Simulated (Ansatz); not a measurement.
Ideal-gas functions of `C#[C][Hf]([F])([F])[C]#C` at 800 K and 1 bar, from an Ansatz frequency run at PBE0-D4/def2-TZVP.

Molar mass 266.55 g/mol, point group C2v (symmetry number 2), electronic degeneracy 1, moments of inertia 274.132, 375.204, 466.805 u Å². Harmonic wavenumbers (cm⁻¹, unscaled): 58, 78, 93, 113, 163, 191, 219, 221, 234, 437, 438, 655, 664, 737, 738, 743, 743, 2090, 2093, 3450, 3450.

Use S(trans) = R[1.5 ln M + 2.5 ln T − 1.1517]; rotational temperatures θ = 24.2544 K / I; S(rot) = R[ln(√π/σ · √(T³/θAθBθC)) + 1.5]; for each mode x = 1.438777 ν̃/T, S = R[x/(eˣ − 1) − ln(1 − e⁻ˣ)] and H = RT x/(eˣ − 1); 1 cm⁻¹ = 0.0119627 kJ/mol; R = 8.31446 J/(mol·K).

**Question.** By hand: the entropy, in J/(mol·K).

**Answer.** Translation 199.0. Rotation: θ = 0.0885, 0.0646, 0.052 K, giving 128.6. Vibration, mode by mode: 27.11, 24.65, 23.19, 21.58, 18.55, 17.24, 16.11, 16.04, 15.57, 10.53, 10.51, 7.42, 7.32, 6.55, 6.55, 6.50, 6.50, 0.94, 0.94, 0.12, 0.12, in all 244.0. Electronic 0.0. Sum 571.6 J/(mol·K).

**Question.** By hand: H − E and G − E in kJ/mol, counted from the electronic energy.

**Answer.** Zero-point energy ½ × 17608 × 0.0119627 = 105.3; thermal vibration 81.9; translation, rotation and pV give 4 RT = 26.6. H − E = 213.8 kJ/mol, and G − E = 213.8 − 800 × 571.6/1000 = -243.5 kJ/mol.

Vibration gives 43 % of the entropy, 96.5 J/(mol·K) of it from the modes under 150 cm⁻¹: soft modes count most, and the harmonic formula is weakest for them.
